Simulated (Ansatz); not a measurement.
Molecule: SiCl, charge 0, multiplicity 2. SMILES: [Si]Cl
Geometry: optimised at B3LYP-D3(BJ)/def2-TZVP (Ansatz, a program for electronic structure).

Wanted: vertical ionisation energy (to the singlet state of charge +1; each state is the SCF solution reached for its spin), in eV. Correlated levels leave the core frozen unless marked. Open shells are spin-unrestricted. No spin-orbit coupling. No relativistic terms. Basis-set limits of correlation are two-point, X^-3; Hartree-Fock from the larger set.

CCSD(T)/CBS(aug-cc-pV(T+d)Z,aug-cc-pV(Q+d)Z) (Ansatz) gives 7.51 eV.

**Question.** Another calculation gave 7.48 eV. Which level was it?
A. PBE0/def2-TZVPD (Ansatz)
B. wB97M-V/def2-TZVPD (Ansatz)
C. SVWN5/def2-TZVPD (Ansatz)

**Answer.** C, SVWN5/def2-TZVPD (Ansatz). The others give 7.61 (PBE0), 7.29 (wB97M-V) eV.
